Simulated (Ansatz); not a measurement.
A nudged elastic band was laid between two geometries of a periodic cell of 17 atoms, Au₁₆Cl (surface Au(110), adsorbate Cl).

The calculation used Ansatz, DFT PBE, scalar-relativistic, plane waves, PAW. Settings: cutoff 420 eV, k mesh 2x3x1, gaussian smearing 0.05 eV, no spin polarisation.

```
movable images  : 3
climbing image  : yes
spring          : 5.0 eV/Å²
optimiser       : quadratic models (default)
start path      : straight line
force threshold : 0.05 eV/Å
iteration limit : 37
end points      : relaxed
atoms held      : 1 to 4
```

Initial state:

```xyz
17
Lattice="8.1600 0.0000 0.0000 0.0000 5.7700 0.0000 0.0000 0.0000 16.3275" Properties=species:S:1:pos:R:3
Au 2.040 1.442 1.000
Au 6.120 1.442 1.000
Au 2.040 4.327 1.000
Au 6.120 4.327 1.000
Au -0.004 0.000 2.270
Au 4.089 0.000 2.278
Au -0.004 2.885 2.270
Au 4.090 2.885 2.278
Au -0.402 1.442 4.737
Au 4.495 1.442 4.744
Au -0.466 4.327 4.752
Au 4.577 4.327 4.759
Au -2.040 -0.050 6.604
Au 2.045 -0.019 4.345
Au -2.040 2.935 6.604
Au 2.045 2.904 4.342
Cl -1.913 1.442 8.551
```

Final state:

Only the atoms that move by more than 0.05 Å are listed.
```
Au9 -0.466 1.442 4.752
Au10 4.577 1.442 4.759
Au11 -0.402 4.327 4.737
Au12 4.495 4.327 4.744
Au13 -2.040 0.050 6.604
Au15 -2.040 2.835 6.604
Cl17 -1.913 4.327 8.551
```

(1) What changes between the two ends?

(2) Give the energies along the band, and the barrier.

(3) What is the geometry of the highest image?

## Answers

(1) The atom that moves furthest is Cl17, by 2.88 Å; four of its nearest neighbours are Au15 2.46, Au13 2.46, Au9 4.10, Au10 4.19 Å at the first end and Au13 2.46, Au15 2.46, Au11 4.10, Au12 4.19 Å at the last.

(2) The run converged. The highest image is number 2 of 0 to 4, 0.34 eV above the ends, which have the same energy within 2 meV. By the program's own check the climbing image is of a kind that is not told: the force calls were inconclusive, a negative curvature could not be distinguished from the path's own, the only one lies far off the path, or fixed occupations may fill a level only in part (lowest curvatures found: -0.25 and -0.01 eV/Å²). Limits of this set-up: coarse k mesh, thin slab, slab without dipole correction, odd electron count without spin, a typed lattice constant that wasn't relaxed here.

| image | path coordinate (Å) | energy (eV) |
| --- | --- | --- |
| 0 | 0.00 | 0.00 |
| 1 | 0.79 | 0.22 |
| 2 | 1.59 | 0.34 |
| 3 | 2.38 | 0.22 |
| 4 | 3.17 | 0.00 |

(3) 
```xyz
17
Lattice="8.1600 0.0000 0.0000 0.0000 5.7700 0.0000 0.0000 0.0000 16.3275" Properties=species:S:1:pos:R:3
Au 2.040 1.442 1.000
Au 6.120 1.442 1.000
Au 2.040 4.327 1.000
Au 6.120 4.327 1.000
Au -0.007 0.000 2.267
Au 4.093 0.000 2.274
Au -0.020 2.885 2.278
Au 4.098 2.885 2.276
Au -0.433 1.460 4.752
Au 4.533 1.463 4.751
Au -0.433 4.310 4.752
Au 4.533 4.307 4.751
Au -2.033 0.000 6.523
Au 2.048 0.000 4.267
Au -2.044 2.885 6.643
Au 2.044 2.885 4.253
Cl -1.863 2.885 8.958
```

Time of the run: 19 min on 4 threads of Arm Neoverse V1, with other jobs on the host, peak memory 3.9 GiB.
